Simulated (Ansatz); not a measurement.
Consider the formal exchange of groups at the Si–Si bond: `C[Si](F)(F)[SiH3]` + `CC(C)(C)C` → `CC(C)(C)C[Si](C)(F)F` + SiH₄.

Isolated molecules relaxed with PBE0-D4/def2-TZVP in Ansatz; ΔE leaves out vibrations. CCSD(T)/CBS adds triple-zeta CCSD(T) − MP2 to the extrapolated MP2 energy (def2 sets, frozen cores). This one scheme is used for every species. Each species was taken in one conformer, which may not be the lowest.

```csv
species,CCSD(T)/CBS(def2) energy (Eh)
`C[Si](F)(F)[SiH3]`,-819.55181
`CC(C)(C)C`,-197.50877
`CC(C)(C)C[Si](C)(F)F`,-725.60221
SiH₄,-291.46306
```

(1) Work out ΔE.

Largest T1 diagnostic among the species: 0.012.

Answers

(1) ΔE = (-725.60221) + (-291.46306) − (-819.55181) − (-197.50877) = -0.00469 Eh = -2.9 kcal/mol.

From BLYP to BHLYP (50 % exact exchange), in def2-TZVPP and without D4, ΔE moves by −2.9 kcal/mol. The D4 term adds −2.7 kcal/mol with B3LYP and −1.6 kcal/mol with PBE0; it sums over pairs of atoms, weighted by their polarisabilities, and B3LYP, whose exchange is more repulsive, gets the larger term. Leaving LDA and LC-ωPBE aside and taking each functional with its dispersion term where it has one, the values, not all of them listed here, spread over 4.4 kcal/mol, from ωB97M-V to PBE-D4. LDA lies −3.3 kcal/mol from PBE without D4.

B3LYP here is the variant with VWN-RPA as its local correlation; programs differ in this.
